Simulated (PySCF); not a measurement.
## How methods differ on the ionisation energy of Ge¹⁶⁺

Ge¹⁶⁺ [Ne] 3s2 3p4 (3P) → Ge¹⁷⁺ [Ne] 3s2 3p3 (4S), as a difference of total energies. Calculation: PySCF 2.14, in an even-tempered Gaussian basis (19 s from 1.1 bohr⁻², ratio 2.5; 12 p from 1.4 bohr⁻², ratio 2.5; 5 d from 8.6 bohr⁻², ratio 2.7; 4 f from 13 bohr⁻², ratio 2.7); the spin-free X2C one-electron Hamiltonian (Gaussian nucleus). Correlated levels: outer shells: 1s2 frozen; virtual orbitals above 40 to 60 times the deepest correlated orbital energy dropped. The calculations carry no spin-orbit coupling.

```csv
method,ionisation energy (eV)
UHF,606.63
MP2 (outer shells),607.60
SCS-MP2 (outer shells),607.63
CCSD (outer shells),607.59
CCSD(T) (outer shells),607.59
```

How much does correlation contribute at CCSD(T) (outer shells)?

607.59 − (606.63) = 0.96 eV, measured against UHF.

Spin-orbit coupling is strong in these open shells (close to jj coupling). The scalar numbers leave it out and a first-order estimate fails, so it can dominate the gap to the real levels.

Breit and QED terms and the two-electron picture change are absent.

For comparison: 609.1 ± 0.8 eV (semi-empirical (NIST evaluation); NIST Atomic Spectra Database, ionization energies).
